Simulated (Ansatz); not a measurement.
Several settings on one geometry of (NaH)4 ring (Na₄H₄) (that of the charge 0 singlet, PBE-D4/def2-SVP). Ansatz on 4 threads of Intel Xeon on a shared host; times are rough.

```xyz
8

Na   -1.1902   -2.2618   -0.2853
H    -2.5987   -0.8359    0.0869
Na   -2.2648    1.1503    0.4008
H    -0.8112    2.5757    0.5177
Na    1.1902    2.2618    0.2850
H     2.5987    0.8359   -0.0869
Na    2.2649   -1.1504   -0.4006
H     0.8112   -2.5756   -0.5177
```

Totals from different functionals, basis sets or treatments of relativity can't be compared as stabilities.

The 6-31G sets use Cartesian d functions. Correlated methods freeze 4 core orbitals; core or outer-core shells of Na are correlated, in sets that lack core-valence functions.

Problem. Give the basis size and estimate the energy, ⟨S²⟩ and time of these runs.

```
run                    method  charge    state                                               further keys
  1  RKS PBEsol-D3(BJ)/6-31G*       0  singlet  scf: {omitted_lower_state_checks: [starts]}; forces asked
  2     RKS B2PLYP/def2-mTZVP       0  singlet                             scf: {lower_state_search: off}
  3      RKS PBE0/aug-cc-pVDZ       0  singlet                scf: {omitted_lower_state_checks: [starts]}
```

Solution. 
```
run  functions  energy (Eh)  ⟨S²⟩  wall time
  1         84    -649.4401     –      2.1 s
  2         68    -651.1405     –      1.5 s
  3        144    -651.1371     –      4.4 s
```
